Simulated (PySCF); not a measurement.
Job for PySCF: U-B3LYP/LANL2DZ on H5InSi (SMILES [SiH3][InH2]), a point of a bond scan (R = 1.738 Å).

```python
from pyscf import gto, scf, dft, mp
from pyscf.data.elements import chemcore

mol = gto.M(
    atom='''
    In   -0.32667194   -0.55207065    0.06665595
    H     0.14657996   -1.70442368    1.27819121
    H    -1.69916802   -0.94453524   -0.92206221
    Si    0.98424778    1.66633835   -0.20679277
    H     0.75722458    2.53069909    0.98114900
    H     0.57858736    2.43360543   -1.41049999
    H     2.44423217    1.40737952   -0.29782067
    ''',
    basis='lanl2dz',
    ecp={'In': 'lanl2dz', 'Si': 'lanl2dz'},
    charge=0, spin=0, verbose=3, max_memory=1800)
mf = dft.UKS(mol, xc='b3lyp')
mf.conv_tol = 1e-8
mf.max_cycle = 100
mf.init_guess_breaksym = True
mf.kernel()
if not mf.converged:
    mf = mf.newton().run(mf.mo_coeff, mf.mo_occ)
for _ in range(4):
    mo, _, stable, _ = mf.stability(return_status=True)
    if stable:
        break
    mf.kernel(mf.make_rdm1(mo, mf.mo_occ))
```

The log:

```
converged SCF energy = -8.72424659171366  <S^2> = 1.7966775e-09  2S+1 = 1
<class 'pyscf.dft.uks.UKS'> wavefunction is stable in the internal stability analysis
```

The run converged.

Cost: very roughly 13 core-seconds.
